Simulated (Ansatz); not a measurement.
BClH₃NSi (`ClB1N[SiH2]1`), relaxed with RKS PBE0-D4/def2-TZVP in the Gaussian-basis code of Ansatz from a PBE-D4/def2-SVP geometry. The force threshold is 0.005 eV/Å; the program also tests the step.

The species carries charge 0 and has multiplicity 1.

Start:

```xyz
7

Cl   -2.796   -0.209    0.342
B    -1.059   -0.111    0.154
N    -0.168    0.698   -0.534
Si    0.837   -0.514    0.348
H    -0.181    1.506   -1.164
H     1.746    0.070    1.395
H     1.623   -1.440   -0.540
```

| step | energy (eV) | largest force (eV/Å) | largest move (Å) |
| --- | --- | --- | --- |
| 1 | -22608.0177 | 0.590 | 0.000 |
| 2 | -22608.0483 | 0.465 | 0.019 |
| 3 | -22608.0569 | 0.107 | 0.016 |
| 4 | -22608.0573 | 0.063 | 0.005 |
| 5 | -22608.0574 | 0.054 | 0.005 |
| 6 | -22608.0575 | 0.010 | 0.002 |
| 7 | -22608.0575 | 0.004 | 0.001 |

End:

```xyz
7

Cl   -2.766   -0.203    0.335
B    -1.043   -0.116    0.157
N    -0.158    0.688   -0.527
Si    0.832   -0.490    0.330
H    -0.186    1.484   -1.146
H     1.722    0.065    1.381
H     1.600   -1.427   -0.530
```

Hardware: 2 threads of an AMD EPYC 7B13 on a shared host. Wall time 23 s, peak host memory 0.33 GiB.
